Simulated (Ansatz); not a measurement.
Gas-phase electronic energies from Ansatz, PBE0-D4/def2-TZVP geometries. CBS: MP2 limit from def2 TZ/QZ plus the TZ coupled-cluster correction, frozen cores. DFT in def2-TZVPP. For Br outer-core shells are correlated without core-valence functions, which leaves a few kJ/mol of doubt a bond. Scalar relativity is left out up to krypton. Each species was taken in one conformer, which may not be the lowest.

Consider the ligand exchange at the Si–Br bond: `C=C[SiH2]Br` + `F[SiH](F)S` → `C=C[SiH2]S[SiH](F)F` + HBr.

`C=C[SiH2]Br`:

```xyz
9

C    -0.903    1.251   -0.333
C     0.245    0.582   -0.407
Si    0.518   -0.987    0.531
Br    0.870   -2.673   -0.884
H    -1.733    0.896    0.272
H    -1.067    2.179   -0.873
H     1.043    0.973   -1.034
H     1.719   -0.918    1.397
H    -0.690   -1.302    1.331
```

`F[SiH](F)S`:

Cartesian coordinates in Å:
```
F -0.346 -0.885 1.411
Si -0.474 0.079 0.159
F -0.176 1.532 0.718
S 0.884 -0.452 -1.358
H -1.844 0.024 -0.372
H 1.956 -0.298 -0.558
```

`C=C[SiH2]S[SiH](F)F`:

Cartesian coordinates in Å:
```
C -0.949 0.262 -1.824
C -0.389 -0.755 -1.175
Si 1.320 -0.637 -0.481
S 1.319 -0.808 1.675
Si -0.203 0.558 2.143
F -0.113 1.852 1.226
F -1.646 -0.050 1.897
H -1.956 0.206 -2.228
H -0.424 1.202 -1.974
H -0.961 -1.670 -1.034
H 1.925 0.654 -0.888
H 2.186 -1.770 -0.891
H -0.110 0.958 3.556
```

HBr:

Z-matrix (Å, degrees):
```
Br
H 1 1.420
```

| level | ΔE (eV) |
| --- | --- |
| PBE0 | 0.31 |
| SCS-MP2/def2-TZVPP | 0.29 |
| CCSD(T)/def2-TZVPP | 0.26 |
| CCSD/CBS(def2) | 0.31 |

**Question.** What does CCSD(T)/CBS give? (Estimate.)

**Answer.** The calculation gave: +0.28 eV. The listed levels differ from it by 0.03, 0.01, -0.02, 0.03 eV.

Largest T1 diagnostic among the species: 0.012.

The D4 term adds −0.14 eV with B3LYP and −0.08 eV with PBE0; it sums over pairs of atoms, weighted by their polarisabilities, and B3LYP, whose exchange is more repulsive, gets the larger term. In def2-TZVPP, CCSD(T) changes the Hartree–Fock value by −0.19 eV (the triples alone add −0.04 eV) and MP2 by −0.19 eV.

B3LYP here is the variant with VWN-RPA as its local correlation; programs differ in this.
